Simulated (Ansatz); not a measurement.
The same hydrolysis along the group Sc, Y.

Computed with Ansatz on PBE0-D4/def2-TZVP structures; ΔE is electronic, products minus reactants. CCSD(T)/CBS is the MP2 limit (def2-TZVPP, def2-QZVPP) plus CCSD(T) − MP2 in def2-TZVPP, frozen cores. This one scheme is used for every species. Functionals use def2-TZVPP. def2 core potentials past Kr. For Sc, Y outer-core shells are correlated without core-valence functions, which leaves a few kJ/mol of doubt a bond. Scalar relativity is left out up to krypton. Each species was taken in one conformer, which may not be the lowest.

| reaction | RPA@PBE/def2-TZVPP (kJ/mol) | PBE-D4 (kJ/mol) | revPBE-D4 (kJ/mol) |
| --- | --- | --- | --- |
| `[NH2][Sc]([OH])[OH]` + H₂O → `[OH][Sc]([OH])[OH]` + NH₃ | -63 | -65 | -63 |
| `[NH2][Y]([OH])[OH]` + H₂O → `[OH][Y]([OH])[OH]` + NH₃ | -72 | -72 | -71 |

Q: Give the CCSD(T)/CBS values in the same order. (Best estimate.)

A: Computed: -66, -75 kJ/mol.

Largest T1 diagnostic: 0.016, for `[OH][Sc]([OH])[OH]`.
